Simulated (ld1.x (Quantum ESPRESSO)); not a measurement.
# Pseudopotential generation for tungsten: ultrasoft, PBEsol, scalar-relativistic.

ld1.x (Quantum ESPRESSO) 7.5 was run on this input:

```
&input
   title='W', zed=74., rel=1, dft='PBESOL', iswitch=3,
   config='[Xe] 4f14 5d4 6s1.5 6p0',
   nld=4, rlderiv=2.95, eminld=-8.0, emaxld=5.0, deld=0.04
 /
 &inputp
   pseudotype=3, tm=.true., lloc=-1, rcloc=1.10,
   nlcc=.true.,
   which_augfun='PSQ', rmatch_augfun_nc=.true.,
   file_pseudopw='W.UPF', file_wfcaegen='ae.wfc', file_wfcncgen='nc.wfc', file_beta='beta', file_chi='chi', file_wfcusgen='us.wfc'
 /
8
5S  1  0   2.00   0.00  1.40  1.75  0.0
6S  2  0   1.50   0.00  1.40  1.75  0.0
5P  2  1   6.00   0.00  2.00  2.25  0.0
6P  3  1   0.00   0.00  2.00  2.25  0.0
5D  3  2   4.00   0.00  2.20  2.70  0.0
5D  3  2   0.00   1.40  2.20  2.70  0.0
4F  4  3  14.00   0.00  0.65  0.80  0.0
4F  4  3   0.00  -0.05  0.65  0.80  0.0
 &test
   configts(1)='4f14 5s2 5p6 5d4 6s1.5 6p0'
 /
```

Command:

```bash
ld1.x < W.in > W.out
```

The program printed (shortened: banner, matrices, multipoles, cross overlaps and the repeated all-electron block are left out):

```
Program LD1 v.7.5
     --------------------------- All-electron run ----------------------------

     W
     scalar relativistic calculation

     atomic number is 74.00
     dft =PBESOL   lsd =0 sic =0 latt =0  beta=0.20 tr2=1.0E-14
     Exchange-correlation= PBESOL
                           (   1   4  10   8   0   0   0)
     mesh =1273 r(mesh) =  99.08072 a.u. xmin = -7.00 dx = 0.01250
     1 Ry =  13.60569312 eV, c = 137.03599908

     n l     nl                  e(Ry)          e(Ha)          e(eV)
     1 0     1S 1( 2.00)     -5106.4062     -2553.2031    -69476.1962
     2 0     2S 1( 2.00)      -881.5914      -440.7957    -11994.6614
     2 1     2P 1( 6.00)      -771.0564      -385.5282    -10490.7569
     3 0     3S 1( 2.00)      -203.2233      -101.6117     -2764.9941
     3 1     3P 1( 6.00)      -170.4969       -85.2485     -2319.7285
     4 0     4S 1( 2.00)       -42.1105       -21.0553      -572.9431
     4 1     4P 1( 6.00)       -31.3759       -15.6879      -426.8907
     3 2     3D 1(10.00)      -132.8568       -66.4284     -1807.6094
     5 0     5S 1( 2.00)        -6.0792        -3.0396       -82.7119
     5 1     5P 1( 6.00)        -3.4426        -1.7213       -46.8394
     4 2     4D 1(10.00)       -17.7769        -8.8884      -241.8669
     4 3     4F 1(14.00)        -2.7075        -1.3538       -36.8381
     5 2     5D 1( 4.00)        -0.5893        -0.2946        -8.0175
     6 0     6S 1( 1.50)        -0.6541        -0.3270        -8.8991
     6 1     6P 1( 0.00)        -0.2901        -0.1450        -3.9464

     final scf error:  9.9E-15 reached in  29 iterations

     Etot =  -32275.269254 Ry,  -16137.634627 Ha, -439127.408938 eV

     Ekin =   35566.817773 Ry,   17783.408887 Ha,  483911.207988 eV
     Encl =  -79798.578036 Ry,  -39899.289018 Ha,-1085714.964403 eV
     Eh   =   12592.186584 Ry,    6296.093292 Ha,  171325.426404 eV
     Exc  =    -635.695576 Ry,    -317.847788 Ha,   -8649.078927 eV

     normalization and overlap integrals

     s(1S/1S) =  1.000000  <r> =   0.0183  <r2> =    0.0005  r(max) =   0.0115
     s(2S/2S) =  1.000000  <r> =   0.0776  <r2> =    0.0071  r(max) =   0.0653
     s(2P/2P) =  1.000000  <r> =   0.0694  <r2> =    0.0059  r(max) =   0.0541
     s(3S/3S) =  1.000000  <r> =   0.2011  <r2> =    0.0462  r(max) =   0.1842
     s(3P/3P) =  1.000000  <r> =   0.2014  <r2> =    0.0470  r(max) =   0.1842
     s(4S/4S) =  1.000000  <r> =   0.4496  <r2> =    0.2282  r(max) =   0.4204
     s(4P/4P) =  1.000000  <r> =   0.4781  <r2> =    0.2601  r(max) =   0.4419
     s(3D/3D) =  1.000000  <r> =   0.1824  <r2> =    0.0390  r(max) =   0.1490
     s(5S/5S) =  1.000000  <r> =   1.0669  <r2> =    1.2796  r(max) =   0.9593
     s(5P/5P) =  1.000000  <r> =   1.2494  <r2> =    1.7718  r(max) =   1.0870
     s(4D/4D) =  1.000000  <r> =   0.5115  <r2> =    0.3032  r(max) =   0.4531
     s(4F/4F) =  1.000000  <r> =   0.6079  <r2> =    0.4646  r(max) =   0.4310
     s(5D/5D) =  1.000000  <r> =   2.0146  <r2> =    4.9008  r(max) =   1.4858
     s(6S/6S) =  1.000000  <r> =   3.0462  <r2> =   10.5176  r(max) =   2.6076
     s(6P/6P) =  1.000000  <r> =   4.2143  <r2> =   20.3851  r(max) =   3.4762

     ------------------------ End of All-electron run ------------------------

     --------------------- Generating US pseudopotential ---------------------

      Generating local potential from pseudized AE potential:
      Matching radius rcloc =   1.1000

      Local pseudo, rcloc= 1.101 Estimated cut-off energy=    20.44 Ry

      Computing core charge for nlcc:

       r > 0.32 : true rho core
       r < 0.32 : rho core = a sin(br)/r    a= 150.37  b=   6.34

      Integrated core pseudo-charge :  23.43
      Wfc-us  5S rcutus= 1.770  Estimated cut-off energy=    17.82 Ry
      Wfc-us  6S rcutus= 1.770  Estimated cut-off energy=    36.05 Ry
      Wfc-us  5P rcutus= 2.273  Estimated cut-off energy=    16.99 Ry
      Wfc-us  6P rcutus= 2.273  Estimated cut-off energy=    31.87 Ry
      Wfc-us  5D rcutus= 2.707  Estimated cut-off energy=    15.99 Ry
      Wfc-us  5D rcutus= 2.707  Estimated cut-off energy=    13.59 Ry
      Wfc-us  4F rcutus= 0.795  Estimated cut-off energy=   250.04 Ry
      Wfc-us  4F rcutus= 0.795  Estimated cut-off energy=   274.20 Ry

     Q pseudized with Bessel functions
     Expected ecutrho=    1374.0104 due to l1=  3   l2=  3

     ------------------- End of pseudopotential generation -------------------

     Computing logarithmic derivative in   2.93646
     Computing logarithmic derivative in   2.93646
     Computing the partial wave expansion
     R is outside the sphere for l=    0 j= 0.00
     R is outside the sphere for l=    0 j= 0.00
     R is outside the sphere for l=    1 j= 0.00
     R is outside the sphere for l=    1 j= 0.00
     R is outside the sphere for l=    2 j= 0.00
     R is outside the sphere for l=    2 j= 0.00
     R is outside the sphere for l=    3 j= 0.00
     R is outside the sphere for l=    3 j= 0.00

     ---------------------- Testing the pseudopotential ----------------------

     W
     scalar relativistic calculation

     atomic number is 74.00   valence charge is 28.00
     dft =PBESOL   lsd =0 sic =0 latt =0  beta=0.20 tr2=1.0E-14
     mesh =1273 r(mesh) =  99.08072 xmin = -7.00 dx = 0.01250

     n l     nl             e AE (Ry)        e PS (Ry)    De AE-PS (Ry)
     4 3     4F   1(14.00)       -2.70755       -2.70738       -0.00017
     1 0     5S   1( 2.00)       -6.07921       -6.07915       -0.00006
     2 1     5P   1( 6.00)       -3.44263       -3.44257       -0.00006
     3 2     5D   1( 4.00)       -0.58928       -0.58926       -0.00002
     2 0     6S   1( 1.50)       -0.65408       -0.65407       -0.00001
     3 1     6P   1( 0.00)       -0.29006       -0.29007        0.00001

     eps = 7.8E-16  iter =  7

     Etot =  -32275.269254 Ry,  -16137.634627 Ha, -439127.408938 eV
     Etotps =  -855.456405 Ry,    -427.728203 Ha,  -11639.077332 eV

     Ekin =     365.715344 Ry,     182.857672 Ha,    4975.810737 eV
     Encl =   -1827.902293 Ry,    -913.951146 Ha,  -24869.877657 eV
     Ehrt =     693.028008 Ry,     346.514004 Ha,    9429.126402 eV
     Ecxc =    -184.448141 Ry,     -92.224070 Ha,   -2509.544803 eV
     (Ecc =     -98.211147 Ry,     -49.105573 Ha,   -1336.230725 eV)
     Epseu=      98.150677 Ry,      49.075338 Ha,    1335.407989 eV

     ---------------------- End of pseudopotential test ----------------------
```

Note: ghost state, extra bound levels that the all-electron valence spectrum of the same l lacks: s at -101.4 eV (p not tested). A true bound ghost makes a file unfit for plane-wave use. Its overlap operator is not positive definite in a basis up to 400 Ry (lowest eigenvalue p -0.53), so the file is unfit for use: the generalised eigenproblem breaks down once the basis is large enough, and its test numbers describe a broken file.

Generation and configuration tests took about 3.9 s on one core of a shared server CPU.

Transferability test of the new file with ld1.x, input:

```
&input
   title='W', zed=74., rel=1, dft='PBESOL', iswitch=2,
   config='[Xe] 4f14 5d4 6s1.5 6p0'
 /
 &test
   file_pseudo='W.UPF', nconf=8,
   configts(1)='4f14 5s2 5p6 5d4 6s1.5 6p0',
   configts(2)='4f14 5s2 5p6 5d4 6s2 6p0',
   configts(3)='4f14 5s2 5p6 5d4 6s1 6p0',
   configts(4)='4f14 5s2 5p6 5d4 6s0 6p0',
   configts(5)='4f14 5s1 5p6 5d4 6s2 6p0',
   configts(6)='4f13 5s2 5p6 5d5 6s2 6p0',
   configts(7)='4f14 5s2 5p6 5d2 6s0 6p0',
   configts(8)='4f14 5s2 5p6 5d5 6s0 6p0'
 /
```

```bash
ld1.x < W.test.in > W.test.out
```

Pseudopotential blocks of its output, shortened (energy terms left out; the distinct warnings before each block abridged to one line each):

```
     ---------------------- Testing the pseudopotential ----------------------

     n l     nl             e AE (Ry)        e PS (Ry)    De AE-PS (Ry)
     4 3     4F   1(14.00)       -2.70755       -2.70738       -0.00017
     1 0     5S   1( 2.00)       -6.07921       -6.07915       -0.00006
     2 1     5P   1( 6.00)       -3.44263       -3.44257       -0.00006
     3 2     5D   1( 4.00)       -0.58928       -0.58926       -0.00002
     2 0     6S   1( 1.50)       -0.65408       -0.65407       -0.00001
     3 1     6P   1( 0.00)       -0.29006       -0.29007        0.00001

     eps = 9.7E-16  iter =  7

     Etot =  -32275.269254 Ry,  -16137.634627 Ha, -439127.408938 eV
     Etotps =  -855.456405 Ry,    -427.728203 Ha,  -11639.077332 eV

     ---------------------- End of pseudopotential test ----------------------

          ---------------------- Testing the pseudopotential ----------------------

     n l     nl             e AE (Ry)        e PS (Ry)    De AE-PS (Ry)
     4 3     4F   1(14.00)       -2.44296       -2.45695        0.01399  !
     1 0     5S   1( 2.00)       -5.81428       -5.81739        0.00311
     2 1     5P   1( 6.00)       -3.17670       -3.17979        0.00309
     3 2     5D   1( 4.00)       -0.33160       -0.33184        0.00024
     2 0     6S   1( 2.00)       -0.42231       -0.42209       -0.00022
     3 1     6P   1( 0.00)       -0.09787       -0.09688       -0.00099

     eps = 6.1E-16  iter = 26

     Etot =  -32275.537659 Ry,  -16137.768830 Ha, -439131.060774 eV
     Etotps =  -855.724840 Ry,    -427.862420 Ha,  -11642.729575 eV
     dEtot_ae =      -0.268405 Ry
     dEtot_ps =      -0.268435 Ry,   Delta E=       0.000030 Ry

     ---------------------- End of pseudopotential test ----------------------

          ---------------------- Testing the pseudopotential ----------------------

     n l     nl             e AE (Ry)        e PS (Ry)    De AE-PS (Ry)
     4 3     4F   1(14.00)       -2.99442       -2.96905       -0.02537  !
     1 0     5S   1( 2.00)       -6.36615       -6.36147       -0.00468
     2 1     5P   1( 6.00)       -3.73018       -3.72544       -0.00474
     3 2     5D   1( 4.00)       -0.86540       -0.86514       -0.00026
     2 0     6S   1( 1.00)       -0.89848       -0.89885        0.00037
     3 1     6P   1( 0.00)       -0.49824       -0.50193        0.00369

     eps = 1.8E-15  iter = 23

     Etot =  -32274.881712 Ry,  -16137.440856 Ha, -439122.136149 eV
     Etotps =  -855.068673 Ry,    -427.534337 Ha,  -11633.801964 eV
     dEtot_ae =       0.387543 Ry
     dEtot_ps =       0.387732 Ry,   Delta E=      -0.000190 Ry

     ---------------------- End of pseudopotential test ----------------------

          Warning: convergence not achieved
     Warning: n=1, l=0 expected 0 nodes, found 1
     Warning: n=2, l=1 expected 0 nodes, found 1
     Warning: n=4, l=3 expected 0 nodes, found 1
     ---------------------- Testing the pseudopotential ----------------------

     n l     nl             e AE (Ry)        e PS (Ry)    De AE-PS (Ry)
     4 3     4F   1(14.00)       -3.62544       -3.59401       -0.03144  !
     1 0     5S   1( 2.00)       -6.99639       -6.98911       -0.00728  !
     2 1     5P   1( 6.00)       -4.36014       -4.35334       -0.00680  !
     3 2     5D   1( 4.00)       -1.46302       -1.46219       -0.00083
     2 0     6S   1( 0.00)       -1.41469       -1.41504        0.00035
     3 1     6P   1( 0.00)       -0.94600       -0.95403        0.00803  !

     eps = 1.3E-03  iter =201

     Etot =  -32273.728137 Ry,  -16136.864069 Ha, -439106.440969 eV
     Etotps =  -854.139386 Ry,    -427.069693 Ha,  -11621.158369 eV
     dEtot_ae =       1.541117 Ry
     dEtot_ps =       1.317020 Ry,   Delta E=       0.224098 Ry

     ---------------------- End of pseudopotential test ----------------------
```

The test run then stopped with an error in chargeps: “negative rho”.
